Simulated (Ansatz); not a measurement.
A nudged elastic band was laid between two geometries of CH$_{7}$NO$_{2}$Si$_{2}$ (13 atoms, charge 0, multiplicity 1).

Computed with Ansatz, RKS r2SCAN-D4/6-31G.

```json
{"movable images": "7", "climbing image": "yes", "spring": "5.0 eV/Å²", "optimiser": "quadratic models (default)", "start path": "IDPP", "force threshold": "0.05 eV/Å", "iteration limit": "20", "end points": "relaxed"}
```

Initial state:

```xyz
13
Properties=species:S:1:pos:R:3
N -1.422 -1.301 0.681
Si -0.278 -0.159 0.063
Si 1.905 -0.736 0.729
O -0.521 0.320 -1.654
C -0.767 1.719 -1.238
O -0.723 1.576 0.233
H -2.414 -1.217 0.502
H -1.168 -2.101 1.243
H 2.870 0.181 0.041
H 2.209 -2.159 0.352
H 2.045 -0.586 2.217
H 0.037 2.373 -1.587
H -1.752 2.056 -1.569
```

Final state:

```xyz
13
Properties=species:S:1:pos:R:3
N -1.432 -1.228 0.785
Si -0.279 -0.144 0.082
Si 1.906 -0.744 0.721
O -0.524 0.252 -1.656
C -0.760 1.670 -1.309
O -0.711 1.600 0.168
H -1.180 -2.009 1.373
H -2.427 -1.126 0.632
H 2.865 0.211 0.080
H 2.212 -2.143 0.267
H 2.050 -0.673 2.215
H 0.046 2.302 -1.693
H -1.744 1.998 -1.651
```

(1) Which bonds break or form, and what moves?

(2) Give the energies along the band, and the barrier.

(3) What is the geometry of the highest image?

(4) What are the harmonic wavenumbers there?

Answers

(1) No bond is made or broken. The dihedral H8–N1–Si2–Si3 goes from 0 to 179°.

(2) It converged. The highest image is number 4 of 0 to 8, 0.35 eV above the ends, which have the same energy within 2 meV. A vibrational analysis at the climbing image gives one clearly imaginary mode, 383i cm⁻¹: a first-order saddle point. Limits of this set-up: no polarisation functions.

| image | path coordinate (Å) | energy (eV) | dihedral H8–N1–Si2–Si3 (°) |
| --- | --- | --- | --- |
| 0 | 0.00 | 0.00 | 0 |
| 1 | 0.51 | 0.02 | 22 |
| 2 | 1.01 | 0.12 | 48 |
| 3 | 1.52 | 0.27 | 73 |
| 4 | 2.03 | 0.35 | 96 |
| 5 | 2.53 | 0.27 | 119 |
| 6 | 3.03 | 0.12 | 141 |
| 7 | 3.53 | 0.02 | 162 |
| 8 | 4.03 | 0.00 | 179 |

(3) 
```xyz
13
Properties=species:S:1:pos:R:3:forces:R:3
N -1.462 -1.245 0.747 0.02 0.01 -0.02
Si -0.234 -0.174 0.104 -0.01 -0.01 0.01
Si 1.990 -0.866 0.444 0.00 0.00 0.00
O -0.588 0.417 -1.551 0.00 0.00 0.00
C -0.807 1.780 -0.998 0.00 -0.01 0.02
O -0.529 1.560 0.447 0.00 0.00 -0.01
H -1.923 -1.937 0.174 -0.01 0.00 0.01
H -1.887 -1.098 1.652 0.00 0.00 0.00
H 2.926 0.098 -0.221 0.00 0.00 0.00
H 2.185 -2.239 -0.134 0.00 0.00 0.00
H 2.279 -0.911 1.918 0.00 0.00 0.00
H -0.088 2.485 -1.421 0.00 0.00 0.00
H -1.842 2.095 -1.147 0.00 0.00 0.00
```

(4) 383i, 88, 97, 137, 156, 226, 272, 392, 478, 487, 526, 626, 646, 772, 793, 834, 875, 880, 916, 917, 981, 1097, 1107, 1352, 1552, 1622, 2168, 2196, 2207, 3076, 3158, 3601, 3733 cm⁻¹.

The run took 5.7 min on 1 thread of Arm Neoverse V2, on a shared host, peak memory 0.16 GiB.
